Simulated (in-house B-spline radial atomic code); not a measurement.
**Excitations of K II (K+) by several methods**

Full response, energies in eV; labels give the largest channel, * marks a mixed state, a dash one above the method's threshold, and an imaginary frequency an unstable closed-shell reference. Computed with a B-spline radial code for spherical atoms: linear response of the closed shell [Ne] 3s2 3p6 with each method's own kernel (bare exchange for TDHF, static screening on G0W0 levels for BSE, the adiabatic kernel for functionals); scalar-relativistic (spin-free one-electron X2C), finite nucleus, no spin-orbit coupling, no double excitations, S, P, D and F terms only. Only terms of natural parity with L up to 3 were computed.

```
           method  3p → 4s 3P  3p → 4s 1P  3p → 3d 3P  α (bohr³)
             TDHF           ?           ?           ?          ?
   BSE on G0W0@HF      20.824      21.268      21.742      5.201
         LDA VWN5      18.675      18.911      19.991      5.744
              PBE      18.437      18.750      19.798      5.719
             PBE0      19.220      19.571      20.038      5.605
  B3LYP (VWN-RPA)      18.809      19.122      19.950      5.667
        CAM-B3LYP      18.842      19.168      19.954      5.666
          LC-wPBE      19.236      19.582      20.079        5.6
            wB97X           ?           ?           ?          ?
            HSE06      19.248      19.607      20.046       5.61
        BHandHLYP      19.514      19.889      20.099      5.559
             BLYP      18.092      18.388      19.683       5.77
           PBEsol      18.527      18.829      19.844      5.725
             BP86      18.720      18.964      19.928      5.719
LDA exchange-only      17.631      18.005      19.200      5.921
            B97-1      19.186      19.450      20.262      5.633
             RPBE      18.302      18.610      19.763      5.717
             OLYP      18.033      18.305      19.751      5.655
```

Task: What does wB97X give?

Result: 3p → 4s 3P: 19.539; 3p → 4s 1P: 19.777; 3p → 3d 3P: 20.469; α: 5.622 (eV, bohr³).

Task: What does TDHF give?

Result: 3p → 4s 3P: 20.438; 3p → 4s 1P: 20.949; 3p → 3d 3P: 19.939; α: 5.458 (eV, bohr³).
